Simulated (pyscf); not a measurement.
Structures and frequencies: ωB97X-D3(BJ)/def2-SVP in PySCF.

Question: What is the homolytic dissociation enthalpy (298 K, ωB97M-D3(BJ)/def2-TZVP) of the Nb–S bond of H₃Si–S–Nb(Cl)(Cl)(Cl)–Cl (SMILES [SiH3][S][Nb]([Cl])([Cl])([Cl])[Cl]), to H₃Si–S• + [Cl–Nb(Cl)(Cl)–Cl]•?

Answer: Nb–S to H₃Si–S• + [Cl–Nb(Cl)(Cl)–Cl]•: 1.86 eV. The 7 functionals that were run give +1.86 (ωB97M-D3(BJ)/def2-TZVP) to +2.27 eV (PBE). The radicals are drawn with the spin at the cut bond; how far it spreads was not checked. Other isomers of H₃Si–S• were not searched in full and may lie lower. Open-shell species with a d-block atom are single-reference here; other states, and whether the spin sits on metal or ligand, were not checked. Elements past Kr carry the def2 core potentials, without spin-orbit coupling.
